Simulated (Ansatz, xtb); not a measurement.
## Relative energy of two isomers of C2H11BGeSi

Structure X is `B[C@@H]([GeH3])[SiH2]C`, a singlet and structure Y is `BC[SiH2][CH2][GeH3]`, a singlet. Both are isolated molecules in the gas phase, relaxed with PBE0-D3(BJ)/def2-SVP, each in the lowest conformer that the search found.

X (Å):

```yaml
atoms:
  - { symbol: C, position_ang: [2.0467, 0.5357, -0.5579] }
  - { symbol: C, position_ang: [0.0420, -1.8126, -1.1499] }
  - { symbol: B, position_ang: [1.9492, 1.2006, -1.9418] }
  - { symbol: Ge, position_ang: [0.6327, 1.2482, 0.6207] }
  - { symbol: Si, position_ang: [1.8068, -1.3414, -0.7159] }
  - { symbol: H, position_ang: [2.8550, 1.8615, -2.3992] }
  - { symbol: H, position_ang: [0.9475, 1.0657, -2.6146] }
  - { symbol: H, position_ang: [3.0115, 0.7184, -0.0560] }
  - { symbol: H, position_ang: [0.9921, 2.6827, 1.0484] }
  - { symbol: H, position_ang: [0.5271, 0.3589, 1.8765] }
  - { symbol: H, position_ang: [-0.7204, 1.2579, -0.1100] }
  - { symbol: H, position_ang: [2.1994, -1.9635, 0.5889] }
  - { symbol: H, position_ang: [2.7359, -1.8757, -1.7625] }
  - { symbol: H, position_ang: [-0.0260, -2.8993, -1.3115] }
  - { symbol: H, position_ang: [-0.2871, -1.3081, -2.0708] }
  - { symbol: H, position_ang: [-0.6594, -1.5474, -0.3441] }
```

Y (Å):

```tsv
atom	x (Å)	y (Å)	z (Å)
C	-0.4529	-1.7235	-0.7081
C	0.3697	1.0780	0.4460
B	-1.9145	-1.3764	-0.3888
Ge	0.6890	1.8485	-1.3274
Si	0.6155	-0.7807	0.5588
H	-2.5441	-2.0246	0.4179
H	-2.4404	-0.3986	-0.8750
H	-0.1834	-2.7806	-0.5519
H	-0.0977	-1.3736	-1.6913
H	0.2962	-1.2652	1.9381
H	2.0472	-1.1113	0.2742
H	-0.6561	1.3408	0.7534
H	1.0552	1.5687	1.1569
H	2.0942	1.4520	-1.8215
H	0.5939	3.3846	-1.2650
H	-0.3542	1.3231	-2.3309
```

Problem. Estimate E(Y) − E(X) at the level CCSD(T)/def2-SVP + ΔMP2/def2-TZVPP.

Solution. Calculated at CCSD(T)/def2-SVP + ΔMP2/def2-TZVPP: E(Y) − E(X) = +11.0 kJ/mol, so structure X lies lower.

How the difference moves with the method:

| level | geometry | E(Y) − E(X) (kJ/mol) | departure from the last row (kJ/mol) | job, with rough time for the two |
| --- | --- | --- | --- | --- |
| GFN2-xTB | GFN2-xTB | −0.8 | −11.8 | optimisation, 0.95 s |
| HF/STO-3G | GFN2-xTB | +2.0 | −9.1 | single point, 2.3 s |
| r2SCAN-D4/def2-SVP | GFN2-xTB | +8.5 | −2.5 | single point, 13 s |
| PBE0-D3(BJ)/def2-SVP | PBE0-D3(BJ)/def2-SVP | +8.2 | −2.8 | optimisation, 6.3 min |
| HF/def2-SVP | PBE0-D3(BJ)/def2-SVP | +6.5 | −4.6 | part of the CCSD(T) run |
| MP2/def2-SVP | PBE0-D3(BJ)/def2-SVP | +11.9 | +0.9 | part of the CCSD(T) run |
| CCSD(T)/def2-SVP | PBE0-D3(BJ)/def2-SVP | +11.1 | +0.1 | single point |
| CCSD(T)/def2-SVP + ΔMP2/def2-TZVPP | PBE0-D3(BJ)/def2-SVP | +11.0 |  | single point, 3.9 min |

As drawn, both hold the same kinds of bond in the same numbers. Structure X has 1 methyl group, Y 0.

GFN2-xTB, HF/STO-3G find them nearly level. The largest departure from CCSD(T)/def2-SVP + ΔMP2/def2-TZVPP is that of GFN2-xTB, 11.8 kJ/mol. The last row adds to CCSD(T) the change of the MP2 difference between the two basis sets, here −0.1 kJ/mol.

With thermal terms from frequencies at re-optimised GFN2-xTB minima (ideal gas, soft modes damped towards free rotors, one conformer each, 298.15 K, 1 atm): the zero-point term adds +1.1 kJ/mol; ΔH is +11.1 and ΔG +12.8 kJ/mol.

The correlated steps freeze 17 core orbitals; the filled d shell of Ge is correlated, in a basis made for valence electrons. Mirror images aren't counted in ΔG. Codes used: Ansatz 0.2.0, xtb 6.7.1; the last row on 2 threads of Intel(R) Xeon(R) Processor @ 2.50GHz (Skylake/Cascade Lake) on a shared host.
